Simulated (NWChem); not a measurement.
C₃H₅N₃; SMILES [nH]1c([nH]cc1)=N

```xyz
11

N      0.0765    -2.0732     0.0000
C     -0.0021    -0.7953     0.0000
N      1.0891     0.0553     0.0000
C      0.6985     1.3836     0.0000
C     -0.6523     1.4052     0.0000
N     -1.0800     0.0813     0.0000
H     -0.8471    -2.5014     0.0000
H      2.0317    -0.3035     0.0000
H      1.4115     2.2026     0.0000
H     -1.3426     2.2432     0.0000
H     -2.0397    -0.2268     0.0000
```
Atoms are numbered in this order, from 1.

Level: PBE0/def2-SVP (NWChem), optimised geometry, unscaled harmonic frequencies. 

```
frequency (cm⁻¹)  IR intensity (km/mol)
----------------  ---------------------
189                                21.2
359                                10.0
447                               105.3
463                                12.6
604                                 4.0
657                               187.7
675                                25.0
735                                 5.8
749                                 0.0
821                                 0.7
908                                 8.5
976                                13.1
1059                               91.6
1099                               78.4
1133                               19.2
1156                                0.0
1297                               26.5
1398                                8.6
1425                                6.5
1471                               44.1
1675                                2.8
1811                              649.2
3300                                5.0
3322                                0.0
3590                                5.7
3731                               87.2
3734                               96.8
```

* **zero-point energy**: 55.4 kcal/mol
* **thermal correction to the enthalpy at 298.15 K (with zero-point energy)**: 59.3 kcal/mol
* **heat capacity Cv**: 19.5 cal/(mol K)
* **entropy at 298.15 K and 1 atm (symmetry number 1)**: 72.1 cal/(mol K)
* **dipole moment**: 3.11 D

Rigid rotor and harmonic oscillator.
